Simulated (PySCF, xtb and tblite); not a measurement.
Conformational energy of SMILES C1CCC(CC1)C=C. Scanned: dihedral C1–C2–C3–C4; all other coordinates were relaxed at GFN2-xTB. Heavy atoms are numbered in the order of the SMILES C=CC1CCCCC1, hydrogens after them in the order of the atoms that carry them; the mirror image has the same energies with the sign of each dihedral reversed.

Levels: GFN2-xTB (xtb and tblite); RMP2/3-21G = restricted MP2 (frozen core)/3-21G // GFN2-xTB run with PySCF; RMP2/6-31G* = restricted MP2 (frozen core)/6-31G*, spherical d // GFN2-xTB in PySCF 2.14.0.

Energies in mEh, each method relative to its own lowest point.

```csv
φ / °,GFN2-xTB,RMP2/3-21G,RMP2/6-31G*
-150,0.8,1.5,1.7
-120,0.0,0.0,0.0
-90,0.8,1.4,1.5
-60,2.4,3.9,3.8
-30,2.7,3.4,3.1
0,1.6,1.5,1.2
30,2.3,2.3,2.4
60,2.8,3.3,3.7
90,2.4,2.5,2.7
120,1.6,1.5,1.2
150,2.5,3.2,2.8
180,2.5,4.0,4.0
```
